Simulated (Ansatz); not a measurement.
Input for Ansatz (a first-principles code): R-wB97M-V/def2-TZVPPD on AsBrH4 (a complex), monomers drawn apart or pushed together. Files ending in .json are basis or fitting sets from the Basis Set Exchange.

Ansatz 0.2 input:
```yaml
crystal:
  periodic: [false, false, false]
  atoms:
    - {symbol: As, position_ang: [-0.24589795, -0.19971429, 0.14388447]}
    - {symbol: H, position_ang: [-0.93105301, 0.73324079, -0.84218941]}
    - {symbol: H, position_ang: [-0.41634523, -1.41915382, -0.74823450]}
    - {symbol: H, position_ang: [1.14502960, 0.10943673, -0.38686969]}
    - {symbol: Br, position_ang: [-1.56618538, -0.26095875, 6.10438152]}
    - {symbol: H, position_ang: [-1.25518419, -0.24621073, 4.69907636]}
basis:
  gaussian:
    orbitals: def2-TZVPPD.json
hamiltonian:
  xc: {name: wB97M-V}
scf: {lower_state_search: off}
```

The head of its log:

```
WARN ansatz: RAYON_NUM_THREADS=1 ignored (pool sized by the plan → 1); use --threads N
Functional definition: wB97M-V
these checks for a lower state are left out or cut short: stability, starts, cluster_reference, orbital_swaps, neighbouring_geometries, increment
integrals: 0.12 GiB planned
1103 factors; their error is unknown
integrals: 0.15 GiB planned
255 factors; integrals over basis functions are off by at most 5.1e-5 eV
mean field: 1.08 GiB planned
mean field evaluation 1: about -130944.0474 eV, gradient 1.3e1 eV
mean field evaluation 2: about -130944.3699 eV, gradient 7.2e0 eV
```

Give the final energy of this run.

-4812.1319 hartree.
